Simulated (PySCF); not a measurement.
Run record: geometry optimisation, `F[SiH](F)Br`.

Computed with PBE0-D3(BJ)/def2-SVP geometry optimisation, gas phase (PySCF 2.14.0). Start geometry: GFN2-xTB. The input is one job of a driver script: a line of settings, then coordinates in Å.

Input:
```
{"job": {"xc": "PBE0", "basis": "def2-SVP", "d3": "d3bj", "grid": 1, "maxiter": 30, "shake": 0.01, "kind": "geom"}, "charge": 0, "multiplicity": 1}
F     -0.659970     1.228020    -0.691660
Si    -0.116320    -0.005210     0.086090
F     -0.690330    -1.239730    -0.738970
Br     2.080730     0.011950    -0.123260
H     -0.580540    -0.029000     1.429910
```

Output:
```
step   0  E = -3062.92810773  max force = 0.037115
step   1  E = -3062.93146142  max force = 0.009028
step   2  E = -3062.93227630  max force = 0.002743
step   3  E = -3062.93229168  max force = 0.000895
step   4  E = -3062.93229354  max force = 0.000090
optimisation converged
```

Energies in Eh; «max force» is the largest Cartesian gradient component in Eh/bohr.

Q: How much energy does the optimisation release, in kJ/mol?

A: E(step 0) − E(last step) = 0.004186 Eh, which is 11.0 kJ/mol.

In short: final energy -3062.93229 Eh after 4 steps; dipole 1.34 D.

Q: Give the final coordinates.

A: 0.046 Å rms from the input after alignment:
```
atom  x, y, z in Å
F1    -0.7256    1.2868   -1.0036
Si2   -0.2358   -0.0026   -0.1832
F3    -0.7094   -1.2947   -1.0086
Br4    1.9476    0.0129   -0.0632
H5    -0.8552   -0.0094    1.1514
```

On one thread, Intel Xeon Platinum 8488C (x86_64), on a shared host, this took 10 s and 0.36 GiB of memory at its peak.
Labels such as C1 count atoms from 1, the log's own numbers from 0.
